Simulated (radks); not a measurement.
All-electron atom: Fe1.5+ in [Ar] 3d(up 5, down 0.5) 4s1 (fractional occupations, a model configuration). Method: scalar-relativistic Kohn-Sham, BLYP, spin-polarised, spherical densities, finite nucleus; open shells are filled with parallel spins first; Fermi nuclear charge, rms radius 3.7377 fm; computed with a radial shooting solver on a logarithmic mesh with Libxc functionals. Some entries of the table are withheld. Estimate them.

orbital  occ.  eigenvalue (Ry)  <r> (bohr)  <r^2> (bohr^2)
1s up       1        -515.7530     0.05845        0.004595
1s down     1        -515.7493     0.05845        0.004595
2s up       1        -61.51077      0.2672         0.08432
2s down     1        -61.34797      0.2668         0.08402
2p up       3        -52.59496      0.2358         0.06833
2p down     3        -52.47000      0.2353         0.06801
3s up       1         -8.23405      0.8072          0.7518
3s down     1         -7.86122      0.8111          0.7598
3p up       3         -5.73388      0.8509             (1)
3p down     3         -5.37096      0.8579             (2)
3d up       5         -1.83264       1.044           1.405
3d down   0.5         -1.50241       1.099           1.585
4s up       1              (3)       2.492           7.057
4s down     0              (4)       2.589           7.638

Answer. 
(1) 3p up <r^2> (bohr^2): 0.8531
(2) 3p down <r^2> (bohr^2): 0.8686
(3) 4s up eigenvalue (Ry): -1.31251
(4) 4s down eigenvalue (Ry): -1.18120
